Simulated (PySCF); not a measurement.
## Core-level binding energies of `C=[N][AlH2-][AsH3+]`

Compound: CH₇AlAsN.
SMILES with atom numbers: `[CH2:1]=[N:2][AlH2-:3][AsH3+:4]`

Cartesian coordinates in Å at the PBE0-D3(BJ)/def2-SVP level; atoms count from 1:
```
atom  x, y, z in Å
C1     1.791   -0.642   -1.363
N2     1.336   -0.233   -0.278
Al3    0.714    0.348    1.289
As4   -1.843    0.322    0.360
H5     1.152   -0.867   -2.250
H6     2.877   -0.817   -1.542
H7     0.841    1.909    1.567
H8     0.555   -0.748    2.432
H9    -2.248   -1.036   -0.170
H10   -3.212    0.714    0.889
H11   -1.958    1.054   -0.959
```

Method: delta-SCF UKS SCAN, pcX-2 on the ionised atom, pcseg-1 elsewhere, spin-free X2C (PySCF 2.14.0). These are vertical core ionisation energies against the vacuum level, from separate self-consistent calculations with and without the core hole.

Task: What binding energy does each computed site have?

Result: 
```
atom(s)                bonded to  level  binding energy (eV)  count
     C1  N (double bond) and 2 H   C 1s               291.60      1
     N2   C (double bond) and Al   N 1s               403.42      1
    Al3            N, 2 H and As  Al 1s              1565.92      1
```

Task: Which photon energy gives electrons from N 1s of N2 (atom 2) a kinetic energy of 50 eV, and what is their de Broglie wavelength?

Result: hν = 403.42 + 50 = 453.42 eV, recoil neglected; λ = 12.264 Å/√(E/eV) = 1.73 Å.

Task: Which effective nuclear charge Zeff reproduces each element's mean 1s value in the hydrogen-like formula E = 13.606 eV × Zeff²?

Result: C (Z = 6): mean 291.6 eV, Zeff = 4.63, Z − Zeff = 1.37; N (Z = 7): mean 403.4 eV, Zeff = 5.45, Z − Zeff = 1.55; Al (Z = 13): mean 1565.9 eV, Zeff = 10.73, Z − Zeff = 2.27. Means run over the listed sites, weighted by atom count.

No level of arsenic is listed. Isolated species at its PBE0-D3(BJ)/def2-SVP geometry, gas phase.

The run took 26 s wall on Arm Neoverse V2, one thread, no GPU (shared host).
